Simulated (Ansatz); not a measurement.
Harmonic frequencies (cm⁻¹) at PBE0-D4/def2-TZVP from Ansatz: 115, 250, 260, 279, 308, 333, 446, 516, 537, 562, 629, 644, 678, 885, 887, 1942, 1958, 2213, 2213, 2236, 2244.

Q: Which molecule is it?
A. `[SiH2]1[SiH2][SnH2]1`
B. `[CH3][SbH][NH2]`
C. `[AlH2][NH][SiH2]Br`
D. `Cl[SiH]1CC1`

A: A.
